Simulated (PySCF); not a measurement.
CH₄BrF₃Si₂, SMILES FC(F)(F)[SiH2][SiH2]Br (GFN2-xTB optimised geometry):

```
11

F      0.867    -0.399     0.000
C     -0.486    -0.399     0.000
F     -0.853     0.903     0.000
F     -0.867    -0.903     1.183
Si    -1.210    -1.356    -1.525
Si    -0.344    -0.211    -3.343
Br    -1.099    -1.259    -5.157
H     -0.746    -2.728    -1.316
H     -2.656    -1.281    -1.318
H     -0.816     1.160    -3.514
H      1.108    -0.258    -3.493
```

Calculation: B3LYP/def2-TZVP (PySCF).

**Question.** What are the frontier orbital energies and the dipole moment?

**Answer.** HOMO-2 -9.45 eV, HOMO-1 -8.37 eV, HOMO -8.14 eV, LUMO -1.54 eV, LUMO+1 -0.75 eV; dipole moment 0.96 D.

Meta-Löwdin charges at B3LYP/def2-TZVP: F1 -0.29, C2 0.58, F3 -0.29, F4 -0.27, Si5 0.38, Si6 0.44, Br7 -0.28, H8 -0.06, H9 -0.06, H10 -0.07, H11 -0.07.
